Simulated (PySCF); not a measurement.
C3H12N2Si, SMILES N[SiH](C(C)C)N. Atoms are numbered in the order given.

```xyz
18

C     -1.6300    -0.9844     1.1943
C     -1.0828     0.2090     0.3977
C     -1.6993     0.2909    -1.0070
Si     0.8214     0.1232     0.3077
N      1.4973    -1.2146    -0.5835
N      1.3276     1.5639    -0.5394
H     -2.7394    -0.9626     1.2590
H     -1.2335    -1.0116     2.2304
H     -1.3482    -1.9442     0.7090
H     -1.3313     1.1453     0.9518
H     -1.4625    -0.6236    -1.5934
H     -2.8072     0.3735    -0.9667
H     -1.3073     1.1549    -1.5804
H      1.3413    -0.0896     1.7153
H      1.6444    -2.1076    -0.1095
H      1.2362    -1.3551    -1.5624
H      0.8776     2.4531    -0.3081
H      2.3280     1.7044    -0.7028
```
Charge 0, spin multiplicity 1.

Geometry optimised at PBE-D3(BJ)/def2-SVP. This is a generated structure with no PubChem entry under its InChIKey; it may be hypothetical. The values are those of a single conformer.

All values below come from TDA-PBE0/def2-SVPD (PySCF).

Vertical excitations. Isolated molecule, no solvent.

Computed UV-visible absorptions:
```json
[
 {"state": "S1", "energy (eV)": "6.30", "λ (nm)": "197", "f": "0.031", "main pairs": "HOMO→LUMO 91 %"},
 {"state": "S2", "energy (eV)": "6.52", "λ (nm)": "190", "f": "0.020", "main pairs": "HOMO−1→LUMO 62 %, HOMO→LUMO+1 23 %, HOMO−1→LUMO+1 12 %"},
 {"state": "S3", "energy (eV)": "6.79", "λ (nm)": "183", "f": "0.004", "main pairs": "HOMO→LUMO+1 68 %, HOMO−1→LUMO 21 %"},
 {"state": "S4", "energy (eV)": "7.08", "λ (nm)": "175", "f": "0.032", "main pairs": "HOMO−1→LUMO+1 61 %, HOMO→LUMO+2 14 %, HOMO−1→LUMO 10 %"},
 {"state": "S5", "energy (eV)": "7.25", "λ (nm)": "171", "f": "0.028", "main pairs": "HOMO→LUMO+2 73 %, HOMO−1→LUMO+1 13 %"},
 {"state": "S6", "energy (eV)": "7.48", "λ (nm)": "166", "f": "0.024", "main pairs": "HOMO→LUMO+3 83 %"},
 {"state": "T1", "energy (eV)": "6.01", "λ (nm)": "206", "f": "0", "main pairs": "HOMO→LUMO 73 %"},
 {"state": "T2", "energy (eV)": "6.17", "λ (nm)": "201", "f": "0", "main pairs": "HOMO−1→LUMO 49 %, HOMO−1→LUMO+1 24 %, HOMO→LUMO+1 18 %"}
]
```
Triplets are in the Tamm–Dancoff approximation.
